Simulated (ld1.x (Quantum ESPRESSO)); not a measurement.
## Sb (Z = 51): excitation energies, all-electron against TM semilocal

Sb (Z = 51), norm-conserving Troullier–Martins (semilocal form), made with ld1.x (Quantum ESPRESSO) 7.5 (PBE, scalar-relativistic). Core [Kr] 4d10, reference 5s1.5 5p3.5. Waves: 5s (bound): rc 1.70 bohr; 5p (bound): rc 2.25 bohr; 5d channel at 0.4 Ry: rc 2.20 bohr. Local part: the d channel. Core correction: Bessel-smoothed model core, default radius (core density twice the valence density).

Energies are relative to the spin-unpolarised reference configuration 5s1.5 5p3.5; without spin polarisation the order of configurations can differ from experiment. The frozen-core shift is the all-electron ΔE with the core orbitals held at their reference shape minus the fully relaxed ΔE.

| valence configuration | charge | ΔE all-electron (eV) | error AE − PS (meV) | frozen-core shift (meV) |
| --- | --- | --- | --- | --- |
| 5s2 5p3 | 0 | -4.029 | -2.8 | +2.6 |
| 5s2 5p2 | +1 | 4.288 | -4.7 | +3.1 |
| 5s2 5p1 | +2 | 20.256 | -25 | +34 |
| 5s1 5p0 | +4 | 88.963 | -400 | +574 |
| 5s2 5p2.5 | +0.5 | -0.767 | -2.9 | +1.4 |
| 5s0 5p5 | 0 | 12.402 | -32 | +26 |

Q: What are ΔE and the potential's error for 5s2 5p0?

A: ΔE = 44.669 eV all-electron; the error (AE − PS) is -108 meV.
